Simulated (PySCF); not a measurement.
Compound: GeH₆O₂Si.
Bonds: O1–Si2, Si2–O3, O3–Ge4. Hydrogens: H5 on O1; H6, H7 on Si2; H8, H9, H10 on Ge4.

Method: PBE0-D3(BJ)/def2-SVP geometry optimisation, gas phase (PySCF 2.14.0); density fitting, grid level 1; the optimiser is geomeTRIC in internal coordinates, started from a GFN2-xTB structure with every atom displaced at random (about 0.01 Å).

Geometry at step 1:
```
atom  x, y, z in Å
O1      1.1830   -1.1014    0.4518
Si2     1.3285    0.4824   -0.0380
O3     -0.1730    0.9175   -0.5312
Ge4    -1.7627   -0.0127   -0.5999
H5      1.9491   -1.5870    0.7904
H6      2.2860    0.5990   -1.1730
H7      1.7634    1.3480    1.0946
H8     -1.6006   -1.2192   -1.5437
H9     -2.7763    1.0071   -1.1495
H10    -2.1461   -0.4541    0.8243
```

Q: Give the atomic forces at this geometry.

A: 
| atom | Fx (eV/Å) | Fy (eV/Å) | Fz (eV/Å) |
| --- | --- | --- | --- |
| O1 | 0.325 | -0.343 | 0.188 |
| Si2 | -0.164 | -0.084 | -0.007 |
| O3 | -1.125 | -0.536 | -0.096 |
| Ge4 | 0.984 | 0.581 | 0.068 |
| H5 | -0.329 | 0.255 | -0.160 |
| H6 | 0.095 | 0.036 | -0.026 |
| H7 | 0.067 | 0.052 | 0.024 |
| H8 | 0.020 | 0.070 | 0.040 |
| H9 | 0.079 | -0.043 | 0.009 |
| H10 | 0.047 | 0.013 | -0.041 |

The largest, 1.25 eV/Å, acts on O3; the rms over all components is 0.337 eV/Å. The forces sum to zero within rounding, as they must for an isolated molecule in no field.

Q: Give the force on O3 in Eh/bohr and in nN.

A: 1.250 eV/Å ÷ 51.422 = 0.02430 Eh/bohr, and 1.250 eV/Å × 1.602 = 2.00 nN.

Q: How far is this geometry from the end of the optimisation?

A: 0.043 eV above it, and 0.029 Å rms away after alignment. The bonds farthest from their final lengths, with half the difference of the two atoms' forces along the bond (positive lengthens):

```tsv
bond	now (Å)	final (Å)	force along bond (eV/Å)
O3–Ge4	1.843	1.787	-1.19
O1–H5	0.968	0.960	-0.47
Si2–H6	1.489	1.494	+0.10
Ge4–H9	1.539	1.536	+0.10
Si2–H7	1.490	1.494	+0.09
Ge4–H8	1.540	1.537	+0.16
```

The angle farthest from its final value is H6–Si2–H7, 110.2° against 109.1°.

The cost below is that of the whole optimisation. Hardware: one thread, Arm Neoverse N1 (aarch64), no GPU, shared host with 64 logical CPUs at a one-minute load of 58. Cost: 39 s of wall time, 0.45 GiB resident at most.
